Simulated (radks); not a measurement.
Values are calculated unless marked as measured or tabulated.
Task: Isoelectronic series with 9 electrons, each ion in its NIST ground configuration. Level of theory: non-relativistic Kohn-Sham, BLYP, spin-polarised, spherical densities, point nucleus; open shells are filled with parallel spins first (a radial shooting solver on a logarithmic mesh with Libxc functionals). Total energies (hartree) and mean radii <r> (bohr):

ion    configuration  E (hartree)  2p down   2p up
F       [He] 2s2 2p5    -99.75809    1.130   1.089
Al4+    [He] 2s2 2p5   -235.98657   0.5692  0.5641
Cl8+    [He] 2s2 2p5   -432.33939   0.3881  0.3862
K10+    [He] 2s2 2p5   -553.03200   0.3353  0.3339
Sc12+   [He] 2s2 2p5   -688.73057   0.2953  0.2943
V14+    [He] 2s2 2p5   -839.43332   0.2639  0.2631
Mn16+   [He] 2s2 2p5  -1005.13911   0.2385  0.2379
Co18+   [He] 2s2 2p5  -1185.84718   0.2177  0.2171

Estimate the row of P6+ ([He] 2s2 2p5).

Result: E (hartree) -326.65575; 2p down 0.4611; 2p up 0.4581.
